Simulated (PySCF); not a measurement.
How methods differ on the ionisation energy of B²⁺

B²⁺ [He] 2s1 (2S) → B³⁺ 1s2 (1S), as a difference of total energies. All numbers are calculated (PySCF 2.14, no relativity, point nucleus, in aug-cc-pwCVTZ (7s6p4d2f, 59 functions)). Correlated levels: valence and next inner shell: nothing frozen. The calculations carry no spin-orbit coupling.

```json
{"method": "UHF", "ionisation energy (eV)": "37.817"}
{"method": "MP2 (valence and next inner shell)", "ionisation energy (eV)": "37.897"}
{"method": "SCS-MP2 (valence and next inner shell)", "ionisation energy (eV)": "37.888"}
{"method": "CCSD (valence and next inner shell)", "ionisation energy (eV)": "37.905"}
{"method": "CCSD(T) (valence and next inner shell)", "ionisation energy (eV)": "37.906"}
```

Problem. How much does correlation contribute at CCSD(T) (valence and next inner shell)?

Solution. 37.906 − (37.817) = 0.089 eV, measured against UHF.

Errors of the correlated levels include the incompleteness of this basis.

For comparison: 37.931 eV (measured; NIST Atomic Spectra Database, ionization energies).
